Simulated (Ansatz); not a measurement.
Reaction (cleavage of the B–Si bond): `ClB(Cl)[SiH2][GeH3]` + CH₃NH₂ → `CNB(Cl)Cl` + `[SiH3][GeH3]`

Gas-phase electronic energies from Ansatz, PBE0-D4/def2-TZVP geometries. CBS: MP2 limit from def2 TZ/QZ plus the TZ coupled-cluster correction, frozen cores. DFT in def2-TZVPP. For Ge outer-core shells are correlated without core-valence functions, which leaves a few kJ/mol of doubt a bond. Scalar relativity is left out up to krypton. Each species was taken in one conformer, which may not be the lowest.

```tsv
level	ΔE (kJ/mol)	difference from CCSD(T)/CBS
PBE-D4	-133.9	9.1
r2SCAN-D4	-143.7	-0.7
PBE0-D4	-139.8	3.2
ωB97X-V	-146.4	-3.4
ωB97M-V	-149.6	-6.6
PBE	-135.6	7.4
PBE0	-141.7	1.3
HF/def2-TZVPP	-158.6	-15.6
SCS-MP2/def2-TZVPP	-150.0	-7.0
CCSD(T)/def2-TZVPP	-144.7	-1.7
HF/def2-QZVPP	-158.9	-15.9
MP2/def2-QZVPP	-148.3	-5.3
SCS-MP2/def2-QZVPP	-149.3	-6.3
HF/CBS(def2)	-158.9	-15.9
MP2/CBS(def2)	-147.5	-4.5
CCSD/CBS(def2)	-145.5	-2.5
CCSD(T)/CBS	-143.0	0
```

Largest T1 diagnostic among the species: 0.013.

In def2-TZVPP, CCSD(T) changes the Hartree–Fock value by +13.9 kJ/mol (the triples alone add +2.5 kJ/mol) and MP2 by +9.4 kJ/mol. From PBE to PBE0 (25 % exact exchange), in def2-TZVPP and without D4, ΔE moves by −6.1 kJ/mol.
